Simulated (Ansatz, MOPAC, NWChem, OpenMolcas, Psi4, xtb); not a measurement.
# How methods differ on C2H3In (SMILES C#[C][InH2])

C2H3In, singlet, SMILES `C#[C][InH2]`. Each level relaxes the structure for itself.

Quantity: the zero-point energy at each level's own minimum, in kJ/mol. The values are calculated.

```json
{"level": "MNDO", "kind": "semi-empirical", "program": "MOPAC", "value (kJ/mol)": "85.7"}
{"level": "PM7", "kind": "semi-empirical", "program": "MOPAC", "value (kJ/mol)": "71.6"}
{"level": "PM7-HH", "kind": "semi-empirical", "program": "MOPAC", "value (kJ/mol)": "71.6"}
{"level": "GFN1-xTB", "kind": "semi-empirical", "program": "xtb", "value (kJ/mol)": "76.4"}
{"level": "HF/3-21G", "kind": "Hartree–Fock", "program": "OpenMolcas", "value (kJ/mol)": "85.0"}
{"level": "BP86-D3(BJ)/def2-SVP (core potential)", "kind": "GGA", "program": "NWChem", "value (kJ/mol)": "75.3"}
{"level": "PBE-D3(BJ)/def2-SVP (core potential)", "kind": "GGA", "program": "NWChem", "value (kJ/mol)": "75.3"}
{"level": "PBE-D3(BJ)/def2-SVP (density fitting, core potential)", "kind": "GGA", "program": "Psi4", "value (kJ/mol)": "75.3"}
{"level": "PBE0-D4/def2-TZVP (core potential)", "kind": "global hybrid", "program": "Ansatz", "value (kJ/mol)": "78.1"}
```

All-electron rows without a relativistic Hamiltonian named are non-relativistic, while core potentials hold scalar relativity, so basis and relativity change together. Harmonic and unscaled. The values span 71.6 to 85.7 kJ/mol.
